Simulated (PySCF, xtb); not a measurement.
ClH₆NSi₃, SMILES Cl[SiH]1[SiH2]N[SiH2]1.

GFN2-xTB (xtb) at its own geometry gives an orbital gap of 3.47 eV and a dipole moment of 1.83 D.

The structure is a stationary point at PBE0-D3(BJ)/def2-SVP. The structure was generated by enumeration, and PubChem lists no compound with its InChIKey, so it may never have been made.

Question: What does PBE/def2-TZVP run with PySCF give? (The exact figures need the calculation; the answer reports its results.)

Answer: gap 4.40 eV (levels -6.20 and -1.81 eV), dipole 1.95 D.
